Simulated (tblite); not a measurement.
Species: C7H10NP.
Cartesian coordinates in Å at the GFN2-xTB level; atoms count from 1:
```xyz
19
C7H10NP angstrom
C      2.9544    0.5297    0.3054
C      1.6744   -0.2902    0.4571
C      1.2947   -0.9251   -0.8371
P     -0.1861   -1.0416   -1.6080
N     -1.2823   -0.3314   -0.4789
C     -2.2297    0.6007   -0.8166
C     -2.9988    0.8654    0.2758
C     -2.5279    0.0411    1.3245
C     -1.4837   -0.6811    0.8320
H      3.7784   -0.0984   -0.0270
H      3.2256    0.9798    1.2573
H      2.8111    1.3240   -0.4238
H      0.8676    0.3502    0.8201
H      1.8422   -1.0692    1.2096
H      2.1146   -1.3798   -1.3810
H     -2.2572    1.0110   -1.8079
H     -3.8094    1.5650    0.3329
H     -2.9216   -0.0084    2.3210
H     -0.8762   -1.4324    1.2979
```

Calculated harmonic vibrations of the isolated species, GFN2-xTB (tblite), most abundant isotopes, no scaling. Errors from tens to a few hundred cm⁻¹ against measured bands are possible. One conformer, not necessarily the lowest.

Harmonic wavenumbers (cm⁻¹): 39.3, 80.5, 89.5, 140.0, 194.0, 211.5, 263.9, 363.1, 428.5, 504.6, 575.2, 581.9, 744.1, 764.5, 778.4, 807.7, 819.8, 833.8, 838.9, 875.9, 913.9, 1028.4, 1056.3, 1061.4, 1074.5, 1078.9, 1090.2, 1182.6, 1189.1, 1225.2, 1234.9, 1284.4, 1325.1, 1374.8, 1399.0, 1411.8, 1457.2, 1468.1, 1499.2, 1502.9, 1560.7, 2916.9, 2980.3, 3030.1, 3034.6, 3037.4, 3040.4, 3145.8, 3150.2, 3160.7, 3169.8.

A = 2473, B = 907.6, C = 761.3 MHz; mass 139.055 u (most abundant isotopes); point group C1, symmetry number 1.

What is the zero-point energy?

½Σν̃ = 33510 cm⁻¹ = 95.81 kcal/mol.

What is S at 350 K and 1 bar for an ideal gas of classical rigid rotors and harmonic oscillators?

Translation 41.52, rotation 30.10, vibration 32.68: S = 104.3 cal/(mol K).

And Cp and H(350 K) − H(0)?

Cp = 42.33 cal/(mol K), of which vibrations give 34.38 (their classical limit is 51 R = 101.3); H(350 K) − H(0) = 8.69 kcal/mol without the zero-point energy, 5.90 from vibrations.

How do the functions run with temperature in this model?

```
 T (K)  S (cal/(mol K))  Cp (cal/(mol K))  H − H(0) (kcal/mol)  G − H(0) (kcal/mol)  ln q(vib)
   150             78.5              22.2                 2.31                -9.46       3.09
   250             92.0              31.7                 4.99               -18.00       5.54
298.15             98.0              36.8                 6.63               -22.58       6.70
   400            110.3              47.4                10.93               -33.19       9.17
   600            132.8              63.7                22.15               -57.54      14.06
   900            161.8              78.7                43.71              -101.86      21.13
```

q(vib) and H(0) count from the zero-point level.

Blend soft modes into free rotors: weight 1/[1 + (100 cm⁻¹/ν̃)⁴] for the oscillator and the rest for a rotor with moment μB/(μ + B), μ = h/(8π²ν), B = 10⁻⁴⁴ kg m². What vibrational entropy results?

29.75 cal/(mol K) in place of 32.68, which changes −T·S at 350 K by +1.02 kcal/mol.

Hindered rotation and anharmonicity are outside this model. Other conformers, if any are populated, would add a mixing term that is left out. The structure is chiral; the term R ln 2 for an equal mix with its mirror image is left out.
